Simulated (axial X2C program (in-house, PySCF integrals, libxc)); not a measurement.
# Nuclear properties of TaC⁻

Calculated with an in-house all-electron X2C program for linear molecules (integrals from PySCF): two-component X2C with atomic mean-field Coulomb and Gaunt terms, Gaussian nuclei, basis Ta dyall-acv3z, C dyall-av3z with contracted cores.

R = 1.737 Å (near the PBE0 minimum at charge -1 of the determinant lowest at the starting distance; the state shown can have its own minimum elsewhere).

Input and command:
```json
{"zs": [73, 6], "q": -1, "bas": ["dyall-acv3z", "dyall-av3z"], "r0": 1.93, "levels": ["PBE0", "HF", "BHandHLYP", "LDA", "B3LYP"], "nst": 3}
```
```bash
python soeom.py task.json out
```

Keys: zs atomic numbers; q charge; bas basis sets; r0 starting distance in Å; levels methods; nst determinants followed.

Determinant lowest in the PBE0 search, Ω = 0 (closed shell), highest spinor 47% C p, 21% Ta d, 19% Ta p:

```
    level  qzz Ta (a.u.)  qzz C (a.u.)
     PBE0         -10.70         -0.30
       HF          -8.08         -0.32
BHandHLYP         -10.14         -0.32
      LDA         -11.75         -0.29
    B3LYP         -11.18         -0.31
```

qzz is the electric field gradient, eQq0 = 234.96 MHz × Q/barn × qzz. The operators were transformed with the bare-nucleus X2C matrices; with these basis sets, hyperfine constants and field gradients can be off by tens of per cent, and where levels differ in sign neither size nor sign is settled.

With Q(181Ta) = 3.17 barn (Q from Pyykkö, Mol. Phys. 2018), turn the PBE0 values of the first state into constants in MHz.

eQq0(181Ta) = 234.96 × (3.17) × (-10.70) = -7970 MHz.

Each state is one determinant with collinear spin. For an anion, determinants above electron detachment, or with a positive highest level, are held by the basis set. At HF a later determinant lies lower. States lie within half an eV, so the first need not be the ground state. Further determinants of the search, some of them spin-mixed, are not shown.
